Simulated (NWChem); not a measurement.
# Correlation energy of As

```xyz
1

As     0.0000     0.0000     0.0000
```
Charge 0, spin multiplicity 4.

The numbers come from NWChem runs, not from measurements.

Basis set: def2-TZVP. Each correlation energy counts from its own Hartree-Fock reference.

The Hamiltonian is non-relativistic. The correlated methods keep 9 core orbitals frozen. The stability of the SCF solutions was not checked. Open-shell Hartree-Fock references start from PBE0 orbitals. Coupled-cluster values serve here as a point of comparison, not as the truth.

Task: For the correlation energy, CCSD on ROHF gives -202.5 mHa and CCSD on UHF gives -201.5 mHa. What do CCSD[T] on ROHF, CCSD[T] on UHF, UMP2 give?

Result: CCSD[T] on ROHF: -209.7 mHa; CCSD[T] on UHF: -208.3 mHa; UMP2: -195.7 mHa.
